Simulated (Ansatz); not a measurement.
`F[Si](F)([SiH3])Br` + `[Cl][Zn][Br]` → `F[Si](F)(Br)Br` + `[SiH3][Zn][Cl]` at 600 K and 1 bar (redistribution).

Calculated with Ansatz (gas phase, PBE0-D4/def2-TZVP geometries, no zero-point term in ΔE). CCSD(T)/CBS adds triple-zeta CCSD(T) − MP2 to the extrapolated MP2 energy (def2 sets, frozen cores). For Br, Zn outer-core shells are correlated without core-valence functions, which leaves a few kJ/mol of doubt a bond. Scalar relativity is left out up to krypton.

```csv
species,CCSD(T)/CBS energy (Eh),H − E (kJ/mol),S (J/(mol·K))
`F[Si](F)([SiH3])Br`,-3353.04613,147.5,464.0
`[Cl][Zn][Br]`,-4811.59312,38.2,336.0
`F[Si](F)(Br)Br`,-5635.53679,70.5,412.3
`[SiH3][Zn][Cl]`,-2529.09474,112.3,377.1
```

H − E and S are ideal-gas, rigid-rotor, harmonic terms from PBE0-D4/def2-TZVP. 1 Eh = 2625.50 kJ/mol, R = 8.31446 J/(mol·K).

Task: By hand: ΔE, ΔH, ΔS and ΔG.

Result: ΔE = (-5635.53679) + (-2529.09474) − (-3353.04613) − (-4811.59312) = 0.00772 Eh = 20.3 kJ/mol. Δ(H − E) = 70.5 + 112.3 − 147.5 − 38.2 = -2.9, so ΔH = 17.4 kJ/mol. ΔS = 412.3 + 377.1 − 464.0 − 336.0 = -10.6 J/(mol·K). ΔG = 17.4 − 600 × (-10.6)/1000 = 23.8 kJ/mol.

Task: By hand: the equilibrium constant, and the temperature at which ΔG would vanish if ΔH and ΔS stayed fixed.

Result: log₁₀ K = −ΔG/(RT ln 10) = -2.1. ΔH and −TΔS have one sign here, so there is no such temperature.

TΔS isn't small against ΔH here. A doubt of 5 kJ/mol in ΔE shifts log₁₀ K by 0.4 here. These are equilibria of isolated gas molecules and say nothing of rates. Largest T1 diagnostic: 0.014 (customary marks: 0.02 for closed shells, 0.045 for open ones).
